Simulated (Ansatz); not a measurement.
`C[SiH2]CCF` + H₂ → `CC[SiH2]C` + H–F at 400 K and 1 bar (hydrogenolysis of a C–F bond).

Program: Ansatz. Geometries: PBE0-D4/def2-TZVP. ΔE: electronic, gas phase. CCSD(T)/CBS is the MP2 limit (def2-TZVPP, def2-QZVPP) plus CCSD(T) − MP2 in def2-TZVPP, frozen cores. This one scheme is used for every species. Each species was taken in one conformer, which may not be the lowest.

```tsv
species	CCSD(T)/CBS energy (Eh)	H − E (kJ/mol)	S (J/(mol·K))
`C[SiH2]CCF`	-508.45493	330.3	394.2
H₂	-1.17544	38.0	139.0
`CC[SiH2]C`	-409.27248	345.9	372.6
H–F	-100.39570	36.5	182.2
```

H − E and S are ideal-gas, rigid-rotor, harmonic terms from PBE0-D4/def2-TZVP, for one conformer and one mirror image of each species. For small species the MP2-based limit differs from directly extrapolated CCSD(T) by up to some mEh (0.8 for H₂); such offsets cancel only in part. 1 Eh = 2625.50 kJ/mol, R = 8.31446 J/(mol·K).

**Question.** By hand: ΔE, ΔH, ΔS and ΔG.

**Answer.** ΔE = (-409.27248) + (-100.39570) − (-508.45493) − (-1.17544) = -0.03781 Eh = -99.3 kJ/mol. Δ(H − E) = 345.9 + 36.5 − 330.3 − 38.0 = 14.1, so ΔH = -85.2 kJ/mol. ΔS = 372.6 + 182.2 − 394.2 − 139.0 = 21.6 J/(mol·K). ΔG = -85.2 − 400 × (21.6)/1000 = -93.8 kJ/mol.

**Question.** By hand: the equilibrium constant, and the temperature at which ΔG would vanish if ΔH and ΔS stayed fixed.

**Answer.** log₁₀ K = −ΔG/(RT ln 10) = 12.2. ΔH and −TΔS have one sign here, so there is no such temperature.

ΔH outweighs TΔS. A doubt of 5 kJ/mol in ΔE shifts log₁₀ K by 0.7 here. Other conformers and mirror images would add mixing entropy, several J/(mol·K) or more a flexible species. Modes under 60 cm⁻¹, often nearly free rotors, make the harmonic entropy too high. These are equilibria of isolated gas molecules and say nothing of rates. Largest T1 diagnostic: 0.010 (customary marks: 0.02 for closed shells, 0.045 for open ones).
